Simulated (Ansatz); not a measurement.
Program: Ansatz. Geometries: PBE0-D4/def2-TZVP. ΔE: electronic, gas phase. CBS: MP2 limit from def2 TZ/QZ plus the TZ coupled-cluster correction, frozen cores. DFT in def2-TZVPP. B3LYP here is the variant with VWN-RPA as its local correlation; programs differ in this. Each species was taken in one conformer, which may not be the lowest.

`N=C(S)[SiH2]O` → `OC(=S)N[SiH3]`  (isomerisation)

```json
{"level": "PBE-D4", "ΔE (kJ/mol)": "-9.5", "difference from CCSD(T)/CBS": "-12.7"}
{"level": "PBE0-D4", "ΔE (kJ/mol)": "-14.0", "difference from CCSD(T)/CBS": "-17.2"}
{"level": "B3LYP-D4", "ΔE (kJ/mol)": "-4.5", "difference from CCSD(T)/CBS": "-7.7"}
{"level": "ωB97X-V", "ΔE (kJ/mol)": "-9.6", "difference from CCSD(T)/CBS": "-12.8"}
{"level": "r2SCAN", "ΔE (kJ/mol)": "-9.4", "difference from CCSD(T)/CBS": "-12.6"}
{"level": "PBE0", "ΔE (kJ/mol)": "-14.0", "difference from CCSD(T)/CBS": "-17.2"}
{"level": "B3LYP", "ΔE (kJ/mol)": "-4.2", "difference from CCSD(T)/CBS": "-7.4"}
{"level": "HF/def2-TZVPP", "ΔE (kJ/mol)": "-12.0", "difference from CCSD(T)/CBS": "-15.2"}
{"level": "MP2/def2-TZVPP", "ΔE (kJ/mol)": "-2.6", "difference from CCSD(T)/CBS": "-5.8"}
{"level": "SCS-MP2/def2-TZVPP", "ΔE (kJ/mol)": "2.1", "difference from CCSD(T)/CBS": "-1.1"}
{"level": "CCSD(T)/def2-TZVPP", "ΔE (kJ/mol)": "1.8", "difference from CCSD(T)/CBS": "-1.4"}
{"level": "HF/def2-QZVPP", "ΔE (kJ/mol)": "-11.1", "difference from CCSD(T)/CBS": "-14.3"}
{"level": "MP2/def2-QZVPP", "ΔE (kJ/mol)": "-1.5", "difference from CCSD(T)/CBS": "-4.7"}
{"level": "SCS-MP2/def2-QZVPP", "ΔE (kJ/mol)": "3.3", "difference from CCSD(T)/CBS": "0.1"}
{"level": "MP2/CBS(def2)", "ΔE (kJ/mol)": "-1.2", "difference from CCSD(T)/CBS": "-4.4"}
{"level": "CCSD/CBS(def2)", "ΔE (kJ/mol)": "3.3", "difference from CCSD(T)/CBS": "0.1"}
{"level": "CCSD(T)/CBS", "ΔE (kJ/mol)": "3.2", "difference from CCSD(T)/CBS": "0"}
```

Largest T1 diagnostic among the species: 0.015.

From PBE to PBE0 (25 % exact exchange), in def2-TZVPP and without D4, ΔE moves by −4.7 kJ/mol. In def2-TZVPP, CCSD(T) changes the Hartree–Fock value by +13.8 kJ/mol (the triples alone add −0.1 kJ/mol) and MP2 by +9.3 kJ/mol.
